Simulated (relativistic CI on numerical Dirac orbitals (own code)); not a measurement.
**Mn5+: K-alpha X-ray emission**

Computed with this model: Dirac-Coulomb-Breit CI, separate exchange-only KLI orbitals for each configuration, a model potential for QED, valence Slater integrals scaled by 0.7, multiplet model of X-ray emission after core ionisation; configurations [Ar] 3d2 → 1s 2s2 2p6 3s2 3p6 3d2 → [He] 2s2 2p5 3s2 3p6 3d2; 80 K; Lorentzian 1.26 eV and Gaussian 0.6 eV FWHM. Energies are those of the free ion, without screening or charge transfer. S is read from ⟨S²⟩ = S(S + 1).

Field parameters in Wybourne normalisation: D3d B²₀ = −7Dσ, B⁴₀ = −14Dq − 21Dτ, B⁴₃ = −14√(10/7) Dq; Td as Oh with Dq negative (B⁴₀ = 21Dq, B⁴₄ = √(5/14) B⁴₀). The field is a parameter set, without covalency.

free ion: ground-state S = 1.00, centroid 5891.23 eV. Peaks (eV, height): 5880.8 (19), 5884.4 (42), 5894.8 (100).

D3d, 10Dq = 21850, Dσ = 360, Dτ = -30 cm⁻¹: ground-state S = 1.00, centroid 5891.50 eV. Peaks (eV, height): 5884.4 (49), 5888.6 (8), 5895.0 (100).

Td, 10Dq = -16350 cm⁻¹: ground-state S = 1.00, centroid 5891.13 eV. Peaks (eV, height): 5879.6 (6), 5884.2 (60), 5890.2 (10), 5895.4 (100).

Strongest unbroadened transitions for Td, 10Dq = -16350 cm⁻¹:

```tsv
Energy (eV)	Relative strength
5879.23	3.8
5881.31	3.1
5884.06	37.2
5884.10	46.0
5884.67	39.4
5884.70	9.5
5888.77	2.5
5888.80	2.7
5889.76	2.2
5890.19	2.8
5893.30	1.7
5893.75	1.7
5894.19	6.2
5894.23	33.0
5894.65	49.6
5894.69	40.6
5895.59	100.0
5895.60	50.1
```
